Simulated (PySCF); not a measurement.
SCF from a fresh guess for singlet VO₂Cl, at the PBE0 minimum. PySCF input:

```python
from pyscf import gto, scf, dft
mol = gto.M(atom='''
V     -0.387673     0.000000    -0.283152
O     -1.232009     1.267152     0.036398
O     -1.232009    -1.267152     0.036398
Cl     1.689111     0.000000     0.370095''',
    basis={'V': 'def2-SVP', 'O': 'def2-SVP', 'Cl': 'def2-SVP'},
    charge=0, spin=0)
mf = dft.RKS(mol, xc='PBE0')
mf.grids.atom_grid = (50, 194)
aux = {'V': 'def2-universal-JKFIT', 'O': 'def2-universal-JKFIT', 'Cl': 'def2-universal-JKFIT'}
mf = mf.density_fit(auxbasis=aux)
mf.conv_tol = 1e-08
mf.diis_space = 10
mf.max_cycle = 60
mf.init_guess = 'minao'
mf.verbose = 4
mf.kernel()
```

Excerpt of the output (cycles and frontier levels):

```
init E= -1553.78949623837
  HOMO = -0.417008337369836  LUMO = -0.258304212660362  gap/eV = 4.31856
cycle= 1 E= -1553.38494284501  delta_E= 0.405  |g|= 1.52  |ddm|= 2.76
  HOMO = -0.189180848774541  LUMO = -0.129847025747546  gap/eV = 1.61456
cycle= 2 E= -1538.33487803361  delta_E= 15.1  |g|= 8.03  |ddm|= 4.72
  HOMO = -0.258540010493241  LUMO = -0.128577272671496  gap/eV = 3.53647
cycle= 3 E= -1553.77612646402  delta_E= -15.4  |g|= 0.583  |ddm|= 4.24
  HOMO = -0.337349156580003  LUMO = -0.185569219594497  gap/eV = 4.13014
cycle= 4 E= -1553.8109052222  delta_E= -0.0348  |g|= 0.346  |ddm|= 0.427
  HOMO = -0.329898466679417  LUMO = -0.159580600516677  gap/eV = 4.63459
cycle= 5 E= -1553.82546557278  delta_E= -0.0146  |g|= 0.219  |ddm|= 0.17
  HOMO = -0.329760882340628  LUMO = -0.159282567198752  gap/eV = 4.63895
cycle= 6 E= -1553.82878307505  delta_E= -0.00332  |g|= 0.17  |ddm|= 0.0567
  HOMO = -0.332123263498099  LUMO = -0.153654078425823  gap/eV = 4.85639
cycle= 7 E= -1553.83375912389  delta_E= -0.00498  |g|= 0.00696  |ddm|= 0.0733
  HOMO = -0.332070498518195  LUMO = -0.152933426820817  gap/eV = 4.87457
cycle= 8 E= -1553.83376881631  delta_E= -9.69e-06  |g|= 0.00173  |ddm|= 0.0058
  HOMO = -0.332064498998403  LUMO = -0.152927147473326  gap/eV = 4.87458
cycle= 9 E= -1553.83376926098  delta_E= -4.45e-07  |g|= 0.000736  |ddm|= 0.00104
  HOMO = -0.332051870999753  LUMO = -0.152962016769421  gap/eV = 4.87328
cycle= 10 E= -1553.8337693632  delta_E= -1.02e-07  |g|= 0.000203  |ddm|= 0.000464
  HOMO = -0.332050875271611  LUMO = -0.152963346604036  gap/eV = 4.87322
cycle= 11 E= -1553.83376937141  delta_E= -8.21e-09  |g|= 1.68e-05  |ddm|= 0.000138
  HOMO = -0.332051120043974  LUMO = -0.152963359635192  gap/eV = 4.87323
Extra cycle  E= -1553.83376937115  delta_E= 2.61e-10  |g|= 4.75e-05  |ddm|= 4.07e-05
converged SCF energy = -1553.83376937115
```

No lower solution of this spin was found by a stability analysis within the restricted form, which does not test spin polarisation.

Stability towards spin polarisation was not tested.

The search for the lowest solution, with the stability check, took 2.4 s on 2 threads of a shared Intel Xeon Platinum 8375C @ 2.90GHz (Ice Lake) host, with 77 basis functions; the process peaked at 0.32 GiB. Launch command: `OMP_NUM_THREADS=2 python axn.py task.json out`.
